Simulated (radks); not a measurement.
Results of a calculation; reference values are marked as such.
Species: Mn III. Configuration: [Ar] 3d4 4s1 (not the ground configuration). Code: a radial shooting solver on a logarithmic mesh with Libxc functionals. Model: non-relativistic Kohn-Sham, B86b exchange with PBE correlation, spin-polarised, spherical densities, point nucleus; open shells are filled with parallel spins first.

Unscreened Slater integrals over Kohn-Sham orbitals (hartree). They are taken over the spin-up orbitals.

integral      value
F0(4s,4s)   0.36481
F0(4s,3d)   0.45518
G2(4s,3d)  0.055996
F0(4s,3p)   0.46430
G1(4s,3p)  0.033181
F0(4s,3s)   0.46642
G0(4s,3s)  0.023927
F0(3d,3d)   0.87507
F2(3d,3d)   0.40829
F4(3d,3d)   0.25469
F0(3d,3p)   0.93573
F2(3d,3p)   0.44519
G1(3d,3p)   0.55142
G3(3d,3p)   0.33518
F0(3d,3s)   0.95474
G2(3d,3s)   0.41944
F0(3p,3p)    1.0121
F2(3p,3p)   0.50784
F0(3p,3s)    1.0337
G1(3p,3s)   0.68625
F0(3s,3s)    1.0573

Derived for the open shells (J is the average intra-shell exchange parameter used in DFT+U). 3d: Racah B = F2/49 - 5 F4/441 = 0.005445 hartree, C = 35 F4/441 = 0.02021 hartree, C/B = 3.71, F4/F2 = 0.624, J = (F2 + F4)/14 = 0.04736 hartree.
